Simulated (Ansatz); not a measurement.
```json
{"atom": "F", "x (Å)": "0.0302", "y (Å)": "-0.3499", "z (Å)": "-1.2142"}
{"atom": "H", "x (Å)": "0.0229", "y (Å)": "0.4116", "z (Å)": "-0.8069"}
{"atom": "F", "x (Å)": "0.0364", "y (Å)": "0.3756", "z (Å)": "1.1608"}
{"atom": "H", "x (Å)": "0.0004", "y (Å)": "-0.4963", "z (Å)": "0.8271"}
```

Basis set: cc-pVDZ (spherical functions). Frozen core: 2 orbitals. Charge 0, multiplicity 1.

Computed with Ansatz (development build ahead of 0.2.0); each method stands on the lowest determinant of its kind that the runs found. Restricted open shells among the atoms or ions are ROHF, correlated in semicanonical orbitals with singles.

(1) Give the atomization energy at this shape (free ground-state atoms in the same class of orbitals less the molecule, no zero-point energy) of singlet H2F2 by RHF-MP2, RHF.

Answers

(1)

| method | atomization energy |
| --- | --- |
| RHF-MP2 | 262.00 kcal/mol |
| RHF | 188.90 kcal/mol |
